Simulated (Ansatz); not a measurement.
C₆H₁₅AlO₂, SMILES `CC(C)[O][AlH][O]C(C)C`, relaxed with RKS PBE0-D4/def2-TZVP in Ansatz from a PBE-D4/def2-SVP geometry. The force threshold is 0.005 eV/Å; the program also tests the step.

The species carries charge 0 and has multiplicity 1.

Start:

```xyz
24

C    -0.262   -1.092    2.557
C     0.263    0.208    1.945
C     1.037    1.054    2.956
O    -0.824    0.967    1.447
Al   -1.522    1.366   -0.065
O    -0.885    0.863   -1.573
C     0.140    0.030   -2.083
C    -0.174   -1.441   -1.798
C     0.292    0.308   -3.578
H    -0.804   -1.692    1.798
H     0.566   -1.712    2.960
H    -0.967   -0.866    3.383
H     0.960   -0.059    1.110
H     1.912    0.503    3.356
H     1.400    1.988    2.482
H     0.378    1.333    3.803
H    -2.813    2.271   -0.069
H     1.108    0.279   -1.582
H    -1.139   -1.723   -2.269
H     0.616   -2.109   -2.197
H    -0.254   -1.626   -0.706
H     1.115   -0.291   -4.018
H     0.507    1.381   -3.749
H    -0.649    0.059   -4.109
```

Task: How much energy does the relaxation release, and in how many steps? (An estimate is asked.)

Result: Computed: 10.63 kJ/mol, in 13 steps.

Task: Which bonds change most? (Best estimate.)

Result: Computed: Al5–O6 from 1.712 to 1.683 Å; O4–Al5 from 1.713 to 1.683 Å; C2–H13 from 1.119 to 1.101 Å; C7–H18 from 1.119 to 1.101 Å.

Task: Give the relaxed structure. (Estimate.)

Result: Ansatz gave: 
```xyz
24

C    -0.288   -1.079    2.622
C     0.210    0.150    1.887
C     1.067    1.031    2.774
O    -0.891    0.893    1.424
Al   -1.570    1.316   -0.057
O    -0.915    0.846   -1.534
C     0.137    0.047   -2.015
C    -0.170   -1.422   -1.790
C     0.354    0.361   -3.481
H    -0.893   -1.706    1.962
H     0.547   -1.678    2.993
H    -0.908   -0.781    3.471
H     0.822   -0.181    1.034
H     1.937    0.483    3.145
H     1.421    1.905    2.222
H     0.484    1.380    3.629
H    -2.864    2.198   -0.060
H     1.060    0.295   -1.468
H    -1.090   -1.695   -2.314
H     0.640   -2.054   -2.162
H    -0.303   -1.635   -0.726
H     1.190   -0.215   -3.885
H     0.566    1.423   -3.617
H    -0.546    0.117   -4.053
```
